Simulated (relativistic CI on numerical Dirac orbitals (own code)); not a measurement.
# Ru4+ (4d4) in a crystal field

Calculated by Dirac-Coulomb-Breit CI, orbitals from a KLI potential per configuration, model QED (radiative potential, 1s self-energy scaled to tabulated hydrogen-like ionisation energies), valence Slater integrals scaled by 0.7, one configuration in a parametric crystal field (own radial code).

Field parameters in Wybourne normalisation: D3d B²₀ = −7Dσ, B⁴₀ = −14Dq − 21Dτ, B⁴₃ = −14√(10/7) Dq; D4h B²₀ = −7Ds, B⁴₀ = 21(Dq − Dt), B⁴₄ = 21√(5/14) Dq; Oh B⁴₀ = 21Dq, B⁴₄ = √(5/14) B⁴₀; Td as Oh with Dq negative (B⁴₀ = 21Dq, B⁴₄ = √(5/14) B⁴₀). The field is a parameter set, without covalency.

S and J are read from ⟨S²⟩ = S(S + 1) and ⟨J²⟩ = J(J + 1) of each level; they are not fictitious spins.

Oh, 10Dq = 22600 cm⁻¹, the lowest 10 levels:

| E (cm⁻¹) | Degeneracy | Irrep | S | J |
| --- | --- | --- | --- | --- |
| 0.0 | 1 | A1 | 1.06 | 4.17 |
| 991 | 3 | T1 | 1.06 | 4.11 |
| 2194 | 2 | E | 1.05 | 3.77 |
| 2243 | 3 | T2 | 1.01 | 3.88 |
| 7925 | 1 | A2 | 2.00 | 3.00 |
| 8011 | 3 | T2 | 1.97 | 2.99 |
| 8102 | 2 | E | 1.96 | 2.97 |
| 8176 | 3 | T1 | 1.96 | 2.97 |
| 8232 | 1 | A1 | 1.95 | 2.95 |
| 9793 | 3 | T2 | 0.11 | 4.55 |

D3d, 10Dq = 20600, Dσ = -1180, Dτ = 430 cm⁻¹, the lowest 16 levels:

```csv
E (cm⁻¹),Degeneracy,Irrep,S,J
0.0,1,A1,1.06,4.17
844,1,A2,1.06,4.17
1061,2,E,1.07,4.07
2038,1,A1,1.01,3.91
2110,2,E,1.04,3.80
2402,2,E,1.02,3.80
7837,1,A2,1.99,2.92
7890,2,E,1.97,2.87
7993,1,A1,1.96,2.91
8055,2,E,1.96,2.94
8158,2,E,1.96,3.03
8307,1,A2,1.97,3.14
8310,1,A1,1.96,3.12
9367,2,E,0.12,4.72
10153,1,A1,0.11,4.32
10889,2,E,0.08,4.59
```

Td, 10Dq = -11950 cm⁻¹, the lowest 10 levels:

```tsv
E (cm⁻¹)	Degeneracy	Irrep	S	J
0.0	1	A1	1.08	3.57
1644	3	T1	1.89	2.32
2107	3	T2	1.95	2.42
2221	1	A1	1.47	3.24
2966	2	E	1.95	3.18
3175	3	T1	1.98	3.22
3805	3	T2	1.98	3.74
6850	2	E	1.03	3.82
6859	3	T1	1.16	3.58
7280	3	T2	1.07	3.98
```

D4h, 10Dq = 11600, Ds = 2840, Dt = 480 cm⁻¹, the lowest 16 levels:

| E (cm⁻¹) | Degeneracy | Irrep | S | J |
| --- | --- | --- | --- | --- |
| 0.0 | 1 | A1 | 1.98 | 2.70 |
| 19.6 | 1 | A2 | 1.98 | 2.71 |
| 238 | 2 | E | 1.99 | 2.88 |
| 313 | 1 | B1 | 1.99 | 2.94 |
| 10707 | 1 | A1 | 1.17 | 3.71 |
| 11613 | 1 | A2 | 1.44 | 3.86 |
| 11613 | 2 | E | 1.72 | 3.27 |
| 11614 | 1 | B2 | 1.93 | 2.95 |
| 11738 | 2 | E | 1.46 | 3.57 |
| 11902 | 1 | A1 | 1.90 | 3.33 |
| 11957 | 1 | A2 | 1.66 | 3.62 |
| 12077 | 1 | B2 | 1.19 | 3.98 |
| 12237 | 1 | B1 | 1.20 | 3.85 |
| 13307 | 1 | A1 | 1.79 | 2.53 |
| 13560 | 2 | E | 1.74 | 2.92 |
| 14240 | 1 | B2 | 1.88 | 3.05 |

The free-ion ground term has S = 2. The field overcomes the spin-pairing energy for Oh, 10Dq = 22600 cm⁻¹; D3d, 10Dq = 20600, Dσ = -1180, Dτ = 430 cm⁻¹; Td, 10Dq = -11950 cm⁻¹, where the ground state has lower spin; these fields are assumed values.

Levels of this model without a field, named by their leading LS term (the scale mimics covalency, so terms lie below those of the real free ion): 5D_0 0, 5D_1 525, 5D_2 1358, 5D_3 2359, 5D_4 3455, 3P_0 13755, 3H_4 14240, 3H_5 15439 cm⁻¹.
